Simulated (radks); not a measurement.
The numbers below are computed, except where a source is named.
Task: These are the eigenvalues of the occupied orbitals of an atom or ion with whole-number occupations (eV). Level of theory: non-relativistic Kohn-Sham, PBE, spin-polarised, spherical densities, point nucleus (a radial shooting solver on a logarithmic mesh with Libxc functionals).

orbital  eigenvalue
1s up     -84929.93
1s down   -84929.60
2s up     -17509.98
2s down   -17484.79
2p up     -17035.57
2p down   -17017.45
3s up     -6722.620
3s down   -6701.798
3p up     -6518.155
3p down   -6495.090
3d up     -6164.989
3d down   -6134.069

Which element is it, and in what charge state? The configuration may be excited. Open shells, if any, are filled with parallel spins first.

Result: Z = 83, bismuth, charge +59: Bi59+ in [Ar] 3d6. The list shows which subshells hold electrons but not how many an open one holds; the 1s level, -3121.1 hartree, gives Z - s = 79.0 by -(Z - s)^2/2, which with screening narrows Z to a few neighbours, and the depths of the outer levels then fix element, charge and occupations together.
